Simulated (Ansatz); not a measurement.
**PtCl6 (charge -2): shapes and states compared**

Calculated in Ansatz's Gaussian-basis code. Basis cc-pwCVTZ-PP on Pt, cc-pV(T+d)Z on Cl, scalar-relativistic core potentials (60 electrons on Pt), no spin–orbit coupling, 30 orbitals frozen in the corrections, fitted integrals; active space CAS(10,12), shells under the valence barred from it. Restricted Hartree–Fock, then the lowest state-specific CASSCF solution met for each case. Single-reference values can break down or jump between states where bonds are stretched. Unlike active orbitals can shift such differences by tenths of an eV, at times by over 1 eV.

Case A, singlet:

```csv
atom,x (Å),y (Å),z (Å)
Pt,0.0000,0.0000,0.0000
Cl,2.3200,0.0000,0.0000
Cl,-2.3200,0.0000,0.0000
Cl,0.0000,2.3200,0.0000
Cl,0.0000,-2.3200,0.0000
Cl,0.0000,0.0000,2.3200
Cl,0.0000,0.0000,-2.3200
```

Case B, triplet: the shape of A.

Energy less that of case A, in eV:

| case | RHF/ROHF | CASSCF |
| --- | --- | --- |
| B | +2.941 | +3.339 |

(1) Give the SC-NEVPT2 energies against case A.

(2) Which case is lowest, and do the methods agree?

Answers

(1) B: +3.002 eV (69.2 kcal/mol).

(2) A is lowest in SC-NEVPT2. Of the methods shown, RHF/ROHF, CASSCF agree.
